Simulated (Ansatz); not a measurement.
A run for Ansatz (a program for electronic structure): U-B3LYP/def2-TZVPP on ClHSn (SMILES [Cl][SnH]), a point of a bond scan (R = 5.510 Å). Elements past Kr take the def2 small-core potentials; no spin–orbit coupling.

Ansatz 0.2 input:
```yaml
crystal:
  periodic: [false, false, false]
  atoms:
    - {symbol: Sn, position_ang: [-0.30483669, -0.30030482, 0.41765924]}
    - {symbol: H, position_ang: [-1.42233025, -0.94349575, -0.81898880]}
    - {symbol: Cl, position_ang: [2.65085117, 2.54951945, -3.25749452]}
basis:
  gaussian:
    orbitals: def2-TZVPP
hamiltonian:
  xc: {name: B3LYP}
magnetization: {spin_polarized: true, initial_magnetization: 0}
```

Output:

```
WARN ansatz: RAYON_NUM_THREADS=1 ignored (pool sized by the plan → 1); use --threads N
Functional definition: B3LYP
integrals: 0.03 GiB planned
804 factors; their error is unknown
mean field: 0.37 GiB planned
mean field evaluation 1: about -18366.5036 eV, gradient 2.0e1 eV
mean field evaluation 2: about -18137.5751 eV, gradient 7.8e1 eV
mean field evaluation 4: about -18279.3505 eV, gradient 5.3e1 eV
mean field evaluation 8: about -18276.9554 eV, gradient 5.5e1 eV
mean field evaluation 16: about -18370.4678 eV, gradient 9.0e-3 eV
mean field evaluation 32: about -18137.5933 eV, gradient 7.8e1 eV
mean field evaluation 64: about -18370.8294 eV, gradient 2.1e-1 eV
mean field evaluation 96: about -18370.7757 eV, gradient 2.1e-1 eV
mean field evaluation 128: about -18370.5273 eV, gradient 1.7e0 eV
mean field evaluation 160: about -18370.8326 eV, gradient 2.6e-1 eV
mean field evaluation 192: about -18370.8499 eV, gradient 4.6e-2 eV
mean field -18370.85095429 eV, -675.1163203601 hartree, gradient 1.5e-6 eV, S^2 0.635750; 11 other end points of the search recorded, 0 dependent functions left out
reference -18370.85122137 eV, -675.1163301751 hartree; 20, 20 occupied and 86, 86 virtual orbitals, 804 factors
Total energy: -18370.85122137 eV, -675.1163301751 hartree
```

The calculation finished and met its thresholds. Its determinant has ⟨S²⟩ = 0.64, a mixture of spin states.

Cost: very roughly 30 core-seconds.
